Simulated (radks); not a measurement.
Valence configurations of Ce II (all share [Xe]). All-electron calculation, Dirac Kohn-Sham, PBE, spin-unpolarised, spherical densities, finite nucleus; open shells fill j = l - 1/2 first; Fermi nuclear charge, rms radius 4.8771 fm. Program: a radial shooting solver on a logarithmic mesh with Libxc functionals. Energies are relative to 4f1 5d2; eigenvalues in eV.

valence      E (eV)  e(4f5/2)  e(5d3/2)  e(6p1/2)  e(6s1/2)
4f1.5 5d1.5  -0.484    -6.712    -6.715         -         -
4f2 5d1      -0.061    -4.609    -6.224         -         -
4f1 5d2       0.000    -9.256    -7.263         -         -
4f1 6s2       0.403   -13.710         -         -    -9.405
4f0.5 5d2.5   1.559   -12.108    -7.823         -         -
4f2 6p1       1.860    -7.292         -    -5.860         -
4f3           2.584    -2.564         -         -         -
4f1 5d1 6p1   2.774   -12.331    -9.406    -6.144         -
5d3           4.326         -    -8.381         -         -
5d2 6p1       8.066         -   -10.694    -6.385         -

NIST lists [Xe] 4f1 5d2 as the ground configuration; this level of theory puts 4f1.5 5d1.5 lower, by 0.484 eV. The energies are those of spherical spin-averaged densities, not of single terms.
